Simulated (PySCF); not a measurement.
Q: Give a GFN2-xTB geometry of `CC(=O)NC(C)C`.

A: 
Z-matrix in Å and degrees, rows numbered from 1:
```
C 
C   1  1.5168
O   2  1.2117  1  123.58
N   2  1.3527  1  113.36  3  -179.56
C   4  1.4495  2  123.64  1  -179.87
C   5  1.5278  4  110.16  2   114.55
C   5  1.5268  4  110.02  2  -122.30
H   1  1.0876  2  110.47  3  -125.81
H   1  1.0857  2  109.18  3    -5.43
H   1  1.0882  2  109.80  3   114.11
H   4  1.0078  2  119.51  1    -1.56
H   5  1.0946  4  105.56  2    -3.76
H   6  1.0865  5  110.21  4  -176.95
H   6  1.0888  5  110.43  4    63.10
H   6  1.0874  5  110.21  4   -57.09
H   7  1.0887  5  110.43  4   -62.41
H   7  1.0870  5  110.36  4    57.78
H   7  1.0862  5  110.15  4   177.78
```

N4 (amide nitrogen) is planar (angles 123.6°, 119.5° and 116.8°, sum 360.0°, 0.01 Å off the plane of its three neighbours). The C–N distances run from 1.353 Å (C2–N4, drawn single) to 1.449 Å (N4–C5, drawn single), a spread of 0.096 Å. Of the pairs four or more bonds apart, O3···H12 is among the closest relative to their van der Waals radii: 2.34 Å, 86 % of the sum of Bondi's values.

Computed geometry: GFN2-xTB, gas phase.

Point group: near Cs, missed by 0.28 Å at most; the miss may be what the optimiser left on a soft mode. Not checked by GFN2-xTB frequencies. One conformer, not necessarily the lowest (C1–C2–N4–C5 180°, C2–N4–C5–C6 115°).
